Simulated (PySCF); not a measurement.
# Dipole moment and polarisability across levels of theory

Compound: C3H8O2Si.
SMILES: `[SiH3]OC1COC1`

PySCF, dipoles from the SCF density, polarisabilities from static response with core orbitals frozen. Geometry: PBE0-D3(BJ)/def2-SVP, one conformer, isolated molecule.

The anisotropy is √(½[(α1 − α2)² + (α2 − α3)² + (α3 − α1)²]).

```json
{"level": "LDA/def2-SVPD", "μ (D)": "1.813", "α (Å³)": "10.92", "anisotropy (Å³)": "2.44"}
{"level": "PBE/def2-SVPD", "μ (D)": "1.726", "α (Å³)": "10.74", "anisotropy (Å³)": "2.42"}
{"level": "B3LYP/def2-SVPD", "μ (D)": "1.879", "α (Å³)": "10.32", "anisotropy (Å³)": "2.12"}
{"level": "PBE0/def2-SVPD", "μ (D)": "1.861", "α (Å³)": "10.23", "anisotropy (Å³)": "2.12"}
{"level": "BHandHLYP/def2-SVPD", "μ (D)": "2.014", "α (Å³)": "9.87", "anisotropy (Å³)": "1.88"}
{"level": "CAM-B3LYP/def2-SVPD", "μ (D)": "1.963", "α (Å³)": "10.15", "anisotropy (Å³)": "1.99"}
{"level": "wB97X-D/def2-SVPD", "μ (D)": "1.907", "α (Å³)": "10.13", "anisotropy (Å³)": "2.01"}
{"level": "LC-wPBE/def2-SVPD", "μ (D)": "1.946", "α (Å³)": "9.91", "anisotropy (Å³)": "1.93"}
{"level": "HF/def2-SVPD", "μ (D)": "2.110", "α (Å³)": "9.40", "anisotropy (Å³)": "1.60"}
{"level": "PBE0/6-31G*", "μ (D)": "1.916", "α (Å³)": "8.34", "anisotropy (Å³)": "1.64"}
{"level": "PBE0/def2-SVP", "μ (D)": "1.890", "α (Å³)": "8.80", "anisotropy (Å³)": "1.53"}
{"level": "PBE0/6-31+G*", "μ (D)": "2.072", "α (Å³)": "9.43", "anisotropy (Å³)": "1.75"}
{"level": "PBE0/aug-cc-pVDZ", "μ (D)": "1.794", "α (Å³)": "10.49", "anisotropy (Å³)": "2.21"}
{"level": "PBE0/def2-TZVP", "μ (D)": "1.711", "α (Å³)": "9.86", "anisotropy (Å³)": "1.97"}
```

The dipole runs from 1.71 D (PBE0/def2-TZVP) to 2.11 D (HF/def2-SVPD). No reference polarisability is at hand; against PBE0 in the largest diffuse basis at hand (aug-cc-pVDZ) the other PBE0 rows deviate by 6-31G* -21%, def2-SVP -16%, 6-31+G* -10%, def2-SVPD -2%, def2-TZVP -6%. In one basis (def2-SVPD) the functionals order the polarisability from HF (lowest) to LDA (highest), a spread of 16%. With PBE0 the polarisability is 9.00 Å³ without diffuse functions (mean of 6-31G*, def2-SVP and def2-TZVP) and 10.05 Å³ with them (mean of 6-31+G*, def2-SVPD and aug-cc-pVDZ).

Without π bonds the low states are Rydberg-like; a valence basis with one diffuse set may place them up to an eV too high.
